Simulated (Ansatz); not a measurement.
```yaml
crystal:
  periodic: [true, true, true]
  atoms:
    - {symbol: O, position_ang: [-0.977794, 1.039216, -0.265775]}
    - {symbol: Zr, position_ang: [0.263916, -0.354503, -0.008607]}
    - {symbol: F, position_ang: [0.099214, -1.589584, -1.430944]}
    - {symbol: Cl, position_ang: [-0.184914, -1.441394, 2.019376]}
    - {symbol: Cl, position_ang: [2.437322, 0.523852, 0.009076]}
    - {symbol: H, position_ang: [-1.595644, 1.758413, -0.369227]}
basis:
  gaussian: {orbitals: cc-pVTZ-DK, final_grid: {core_spheres: 5, valence_spheres: 4, degree: 11}}
hamiltonian: {xc: {name: PBE0}}
```

```sh
$ ansatz run in.yaml --threads 4 --pin off --events-out ev --progress --plain --max-ram 10444MiB
```

Shortened log:

```
Error: YAML parse error: error: line 2 column 3: crystal: missing field `lattice` (a structure is typed as `lattice` and `atoms`, a molecule's as `atoms` in Å alone, or read from a run's directory, `checkpoint`)
 --> <input>:2:3
1 | crystal:
2 |   periodic: [true, true, true]
3 |   atoms:
4 |     - {symbol: O, position_ang: [-0.977794, 1.039216, -0.265775]}
```

(1) What is wrong with this run?

## Answers

(1) The molecule is marked periodic without a cell. The input was rejected before any iteration.
